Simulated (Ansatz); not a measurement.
`F/C=N/[SiH3]`. The species carries charge 0 and has multiplicity 1. The geometry is a stationary point of PBE0-D4/def2-TZVP.

```xyz
8

F    -0.890   -2.506   -0.631
C    -0.625   -1.321   -0.075
N     0.121   -0.506   -0.626
Si    0.542    1.060   -0.007
H    -1.161   -1.244    0.876
H     0.113    2.073   -0.999
H    -0.115    1.338    1.303
H     2.014    1.105    0.159
```

Task: What is the dipole moment at PBE/def2-TZVPP? (Best estimate.)

Result: The calculation gave: 1.79 D, with components (-0.53, 0.77, 1.52) D in this frame, pointing from negative to positive charge.

Task: And with r2SCAN, B3LYP, ωB97M-V? (An estimate is asked.)

Result: The calculation gave: r2SCAN 1.87 D, B3LYP 1.98 D, ωB97M-V 1.99 D.

Task: Give the Mulliken charges with PBE, r2SCAN, B3LYP in def2-TZVPP. (Best estimate.)

Result: Ansatz gave: 
```json
{"atom": "F1", "PBE": "-0.12", "r2SCAN": "-0.16", "B3LYP": "-0.17"}
{"atom": "C2", "PBE": "0.06", "r2SCAN": "0.18", "B3LYP": "0.10"}
{"atom": "N3", "PBE": "-0.16", "r2SCAN": "-0.29", "B3LYP": "-0.22"}
{"atom": "Si4", "PBE": "0.31", "r2SCAN": "0.41", "B3LYP": "0.38"}
{"atom": "H5", "PBE": "0.08", "r2SCAN": "0.08", "B3LYP": "0.10"}
{"atom": "H6", "PBE": "-0.05", "r2SCAN": "-0.07", "B3LYP": "-0.06"}
{"atom": "H7", "PBE": "-0.07", "r2SCAN": "-0.09", "B3LYP": "-0.08"}
{"atom": "H8", "PBE": "-0.05", "r2SCAN": "-0.07", "B3LYP": "-0.06"}
```

B3LYP here is the variant with VWN-RPA as its local correlation; programs differ in this.
